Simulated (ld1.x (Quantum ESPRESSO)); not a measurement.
**Which change was made? (S, PAW)**

```json
{"Element": "sulfur", "Generator": "ld1.x (Quantum ESPRESSO) 7.5", "Type": "PAW", "Functional": "PBE", "Relativity": "scalar-relativistic", "Frozen core": "[Ne]", "Valence charge": "6", "Reference configuration": "3s2 3p3 (charge +1)", "Partial waves": "3s (bound): rcut 1.05, rcutus 1.25 bohr; 3s channel at 1.45 Ry: rcut 1.05, rcutus 1.25 bohr; 3p (bound): rcut 1.10, rcutus 1.35 bohr; 3p channel at 0.25 Ry: rcut 1.10, rcutus 1.35 bohr", "Local potential": "all-electron potential smoothed inside 1.10 bohr (lloc = -2)", "Core correction": "Bessel-smoothed model core inside 0.80 bohr", "Augmentation charge": "PSQ, inside the norm-conserving radii"}
```

Cutoffs, loose and tight: the cutoffs (Ry, on a coarse ladder) from which the occupation-weighted sum of valence levels, in a spherical-Bessel basis at the reference potential, stays within 10 and 1 mRy of its value at 400 Ry. They do not see the model core or the augmentation charge, which bear on the density cutoff. Test errors are all-electron minus pseudo excitation energies from the reference, over the configurations 3s2 3p4; 3s2 3p2; 3s2 3p1; 3s2 3p3.5; 3s1 3p4; 3s0 3p6; 3s1 3p5; variants that change the core or the reference have their own tests.

The base gives: outcome: generated; cutoff, loose: 25 Ry; cutoff, tight: 45 Ry; bound ghosts: none; largest test error (meV): -23.

(1) After one change the result is: outcome: generated; cutoff, loose: 21 Ry; cutoff, tight: 45 Ry; bound ghosts: none; largest test error (meV): -23. Which change was it?
A. waves 3s (bound): rcut 1.05, rcutus 1.30 bohr; 3s channel at 1.45 Ry: rcut 1.05, rcutus 1.30 bohr
B. all radii but the core radius scaled by about 1.18 (s 1.48, p 1.60 bohr, rcut 1.24/1.30); local potential all-electron potential smoothed inside 1.30 bohr (lloc = -2)
C. augmentation BESSEL, radius 1.05 bohr

Answers

(1) A. The others give: all radii but the core radius scaled by about 1.18 (s 1.48, p 1.60 bohr, rcut 1.24/1.30); local potential all-electron potential smoothed inside 1.30 bohr (lloc = -2) → outcome: generated; cutoff, loose: 18 Ry; cutoff, tight: 30 Ry; bound ghosts: none; largest test error (meV): -23 | augmentation BESSEL, radius 1.05 bohr → outcome: failed: new_paw_hamiltonian: negative rho.
